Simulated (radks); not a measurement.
The numbers below are computed, except where a source is named.
How relativity changes the ionisation of the tellurium ion Te14+ ([Kr] 4d2) to Te15+ ([Kr] 4d1). Spin-unpolarised spherical Kohn-Sham, BLYP, point nucleus unless stated (finite: rms radius 4.7423 fm), a radial shooting solver on a logarithmic mesh with Libxc functionals. A level marked "c x" has the speed of light scaled by that factor and shares open shells by 2j + 1; other Dirac levels either fill j = l - 1/2 first or share by 2j + 1.

| level | E(Te14+) (hartree) | E(Te15+) (hartree) | IE (eV) | HOMO | <r> HOMO (bohr) |
|---|---|---|---|---|---|
| non-rel. | -6544.67499 | -6532.63202 | 327.71 | 4d | 0.7997 |
| scalar-rel. | -6725.66965 | -6713.68828 | 326.03 | 4d | 0.8017 |
| scalar-rel., finite nucleus | -6725.46088 | -6713.47949 | 326.03 | 4d | 0.8017 |
| Dirac, 2j+1 shares | -6727.99895 | -6716.01942 | 325.98 | 4d5/2 | 0.8042 |
| Dirac, low j first | -6728.09742 | -6716.07076 | 327.26 | 4d3/2 | 0.7983 |
| Dirac, 2j+1 shares, finite nucleus | -6727.78949 | -6715.80992 | 325.98 | 4d5/2 | 0.8042 |
| Dirac, c x 1.25 | -6658.89964 | -6646.89647 | 326.62 | 4d5/2 | 0.8025 |
| Dirac, c x 3 | -6563.77896 | -6551.74270 | 327.52 | 4d5/2 | 0.8002 |
| Dirac, c x 100 | -6544.69205 | -6532.64909 | 327.71 | 4d5/2 | 0.7997 |

NIST Atomic Spectra Database: 328 eV (theoretical). The relativistic part of the total energy of Te14+ is -183.1 hartree (Dirac, 2j+1 shares, finite nucleus), 2.8 % of the non-relativistic value. Spin polarisation and multiplet splitting of open shells are left out at every level.

Beside tabulated values, note that relativity, absent from the non-relativistic runs, is large for the heavy elements, and spin-unpolarised runs miss the spin-polarisation part of the exchange energy of open shells.
